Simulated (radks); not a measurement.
Values are calculated unless marked as measured or tabulated.
Question: Coherent X-ray form factor from a spherical all-electron density. Level of theory: scalar-relativistic Kohn-Sham, r2SCAN, spin-polarised, spherical densities, finite nucleus; meta-GGA in the generalised Kohn-Sham scheme; Fermi nuclear charge, rms radius of each element as measured or else 0.836 A^(1/3) + 0.57 fm (a radial shooting solver on a logarithmic mesh with Libxc functionals).

sin(theta)/lambda (1/angstrom),f0 (electrons)
0.05,52.880
0.1,52.522
0.15,51.934
0.2,51.128
0.25,50.122
0.3,48.934
0.4,46.109
0.5,42.860
0.6,39.396
0.8,32.571
1,26.737
1.25,21.431
1.5,18.054
2,14.283

The species is in the configuration that NIST lists as its ground one. Which atom or ion scatters so?

Answer: The osmium ion Os23+, [Kr] 4d10 4f7. Extrapolating in s^2 from the first two rows gives f0(0) = 53.0, near the electron count 53; among species with that count, the fall with angle is slower the higher Z, and the table is that of Z = 76; from so few rows the species is fixed only to a neighbour or two.
